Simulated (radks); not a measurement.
The numbers below are computed, except where a source is named.
Question: The table gives one normalised radial function P(r) = r R(r) (large component) of Dy43+ in [Ar] 3d5 (r in bohr). Level of theory: Dirac Kohn-Sham, PBE, spin-unpolarised, spherical densities, point nucleus; open shells are shared between the two j in proportion to 2j + 1 (a radial shooting solver on a logarithmic mesh with Libxc functionals).

r          P
0.002031  0.0001
0.00282   0.0003
0.003914  0.0008
0.00539   0.0020
0.007483  0.0051
0.01039   0.0126
0.01442   0.0306
0.02002   0.0718
0.02779   0.1614
0.03858   0.3423
0.05355   0.6704
0.07434   1.1801
0.1032    1.8009
0.1421    2.2660
0.1973    2.2342
0.2739    1.5661
0.3802    0.6898
0.5278    0.1600
0.7326    0.0151

Which n and l does it have? It may be an empty orbital.

Answer: n = 3, l = 2: the number of nodes gives n - l - 1 = 0, the rise at small r points to l (this Dirac orbital starts as r^gamma with gamma = sqrt((l + 1)^2 - (Z/c)^2) = 2.96; the j = 5/2 orbital of l + 1 starts with the same power, but with a smaller coefficient, and then steepens), and the extent must fit the shell. The curve is that of 3d5/2; the two j differ most near the nucleus, where j = l - 1/2 has the larger amplitude, and in heavy atoms j = l - 1/2 is also the more compact. 3d5/2: eigenvalue -3390.2 eV, 0 radial nodes, <r> = 0.198 bohr, 90 % of the charge inside 0.303 bohr.
